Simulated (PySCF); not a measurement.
Potential energy of AlSn along the bond

Set-up: PySCF, scalar-relativistic core potentials, basis sets Al cc-pV(D+d)Z, Sn cc-pVDZ-PP with ECP28. Energies in eV from Al + Sn in their ground configurations at the same level. State: ⁴Σ⁻ (quartet), unpaired electrons σ ↑, π ↑↑.

All columns are PBE0. A positive dipole means Al(−)Sn(+).

| R (Å) | E (eV) | μ (D) | Mulliken charge on Al (basis-dependent) | HOMO (eV) | LUMO (eV) | Mayer bond order | ⟨S²⟩ |
| --- | --- | --- | --- | --- | --- | --- | --- |
| 2.295 | -1.600 | -0.36 | 0.00 | -5.33 | -2.95 | 1.78 | 3.75 |
| 2.401 | -1.953 | -0.46 | 0.02 | -5.39 | -2.83 | 1.71 | 3.75 |
| 2.508 | -2.143 | -0.58 | 0.04 | -5.43 | -2.73 | 1.63 | 3.75 |
| 2.588 | -2.210 | -0.69 | 0.06 | -5.45 | -2.66 | 1.58 | 3.75 |
| 2.668 | -2.227 | -0.82 | 0.07 | -5.35 | -2.67 | 1.53 | 3.75 |
| 2.748 | -2.208 | -0.97 | 0.09 | -5.26 | -2.69 | 1.48 | 3.75 |
| 2.855 | -2.142 | -1.19 | 0.11 | -5.14 | -2.69 | 1.41 | 3.75 |
| 2.988 | -2.015 | -1.48 | 0.13 | -5.01 | -2.69 | 1.34 | 3.75 |
| 3.148 | -1.829 | -1.85 | 0.15 | -4.87 | -2.67 | 1.27 | 3.75 |
| 3.362 | -1.558 | -2.36 | 0.17 | -4.71 | -2.63 | 1.19 | 3.75 |

A fit through these points gives, at Re = 2.662 Å, μ = -0.81 D and dμ/dR = -1.71 D/Å; the reduced mass is 22.03 u.

**Question.** How strong is the fundamental in the double-harmonic approximation, I = 42.26·(dμ/dR)²/μred km/mol?

**Answer.** I = 42.26·(-1.71)²/22.03 = 5.61 km/mol at PBE0.

Spin–orbit coupling is left out, which matters for elements this heavy, above all for dissociation energies. The state is the lowest determinant that a PBE0 search found; another state may lie lower at other levels.
